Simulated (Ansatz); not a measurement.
Mulliken charges of `[Cl][GaH][Cl]` from PBE/def2-TZVPP in Ansatz (PBE0-D4/def2-TZVP geometry).

| atom | x (Å) | y (Å) | z (Å) | charge (e) |
| --- | --- | --- | --- | --- |
| Cl1 | -1.941 | -0.099 | -0.563 | -0.218 |
| Ga2 | 0.104 | 0.144 | -0.029 | 0.442 |
| Cl3 | 1.031 | -1.580 | 0.806 | -0.218 |
| H4 | 0.861 | 1.475 | -0.233 | -0.007 |

Question: By hand: the dipole of these point charges (1 e Å = 4.8032 D).

Answer: Σ q r = (0.238, 0.419, -0.064) e Å, of length 0.486 e Å = 2.33 D.

Question: How does the dipole of the full density compare? (Estimate.)

Answer: Ansatz gave: (0.162, 0.284, -0.043) e Å, 1.58 D; the point charges give 1.47 times that, at 0° from its direction.

Point charges leave out the atoms' own dipoles, such as those of lone pairs, and Mulliken's split depends on the basis, so the two needn't agree.
